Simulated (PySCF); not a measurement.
# Heteronuclear NMR

Numbering as in the mapped SMILES `[CH2:1]=[CH:2]/[CH:3]=[CH:4]/[CH:5]=[CH:6]\[O:7][SiH3:8]`. Each H is labelled by its parent atom. Ha(C1) is cis to C3; Hb(C1) is trans to C3.

PySCF 2.14.0 with density-fitted response routines calculation with shielding tensors at PBE0/pcSseg-1 (GIAO) and GFN2-xTB geometry; non-relativistic Hamiltonian, one conformer, equivalent nuclei averaged, gas phase.

Question: What are the $^{29}$Si shifts?

Answer: 
```json
{"atoms": "Si8", "environment": "silicon bonded to O, 3 H", "σ (ppm)": "389.5", "δ (ppm)": "-40.2"}
```

Shieldings were converted by a linear fit to measured shifts: $^{29}$Si: δ = 279.94 − 0.822σ (rms 8.9 ppm, 72 shifts, 25.8 ppm with the 6 outliers that the fit left out vs TMS, solution or neat liquid). Occasional misses reach two or three times the rms, and more in compound classes unlike the fitted ones.

On a 400 MHz spectrometer $^{29}$Si resonates near 79.5 MHz, so 1 ppm is 79.5 Hz.

Question: Predict the $^{17}$O NMR data.

Answer: 
```tsv
atoms	environment	σ (ppm)	δ (ppm)
O7	oxygen bonded to C, Si	236.3	51.5
```

Shieldings were converted by a linear fit to measured shifts: $^{17}$O: δ = 266.70 − 0.911σ (rms 10.7 ppm, 155 shifts, 12.2 ppm with the 3 outliers that the fit left out vs liquid water, solution or neat liquid). Occasional misses reach two or three times the rms, and more in compound classes unlike the fitted ones.

On a 300 MHz spectrometer $^{17}$O resonates near 40.7 MHz, so 1 ppm is 40.7 Hz.
